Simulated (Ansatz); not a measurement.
Consider the redistribution: `FB(Cl)O[SiH3]` + `C[O][Mg][NH2]` → `[NH2][Mg][O][SiH3]` + `COB(F)Cl`.

Isolated molecules relaxed with PBE0-D4/def2-TZVP in Ansatz; ΔE leaves out vibrations. CCSD(T)/CBS is the MP2 limit (def2-TZVPP, def2-QZVPP) plus CCSD(T) − MP2 in def2-TZVPP, frozen cores. This one scheme is used for every species. DFT in def2-TZVPP. For Mg outer-core shells are correlated without core-valence functions, which leaves a few kJ/mol of doubt a bond. Each species was taken in one conformer, which may not be the lowest.

```csv
level,ΔE (kJ/mol)
revPBE-D4,-44.7
revPBE,-42.4
BHLYP,-42.0
CCSD/def2-SVP,-41.7
```

Q: What does CCSD(T)/CBS give? (Estimate.)

A: Computed: -47.6 kJ/mol. The listed levels differ from it by 2.9, 5.2, 5.6, 5.9 kJ/mol.

Largest T1 diagnostic among the species: 0.012.

In def2-TZVPP, CCSD(T) changes the Hartree–Fock value by −6.1 kJ/mol (the triples alone add −1.4 kJ/mol) and MP2 by −6.5 kJ/mol. Leaving LDA and LC-ωPBE aside and taking each functional with its dispersion term where it has one, the values, not all of them listed here, spread over 6.4 kJ/mol, from B97M-V to BLYP-D4.
